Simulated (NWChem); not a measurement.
Molecule: SiHCl₃; SMILES Cl[SiH](Cl)Cl

```xyz
5

Si     0.0000     0.0000     0.5096
Cl    -1.3477     1.3754    -0.1788
Cl     1.8650     0.4794    -0.1788
Cl    -0.5173    -1.8549    -0.1788
H      0.0000     0.0000     1.9864
```
Atoms are numbered in this order, from 1.

All runs: NWChem. All runs use the structure optimised with PBE0/def2-SVP. Total energies compare along this basis series because the functional is fixed.

```
level           basis functions  energy (Ha)  highest occupied level (eV)  orbital gap (eV)  dipole (D)
--------------  ---------------  -----------  ---------------------------  ----------------  ----------
PBE/STO-3G                   37   -1651.6672                          ___               ___         ___
PBE/def2-SVP                 77   -1669.5964                        -7.76              6.94        0.83
PBE/def2-SVPD               113   -1669.6216                        -8.09              6.59        0.88
PBE/def2-TZVP               154   -1670.1878                        -7.96              6.72        0.77
PBE/def2-TZVPD              190   -1670.1899                        -8.02              6.56        0.80
PBE/def2-TZVPP              182   -1670.1881                        -7.96              6.72        0.77
```

**Question.** Fill in the missing entries.

**Answer.** 
- PBE/STO-3G, highest occupied level (eV): -6.17
- PBE/STO-3G, orbital gap (eV): 6.82
- PBE/STO-3G, dipole (D): 2.02
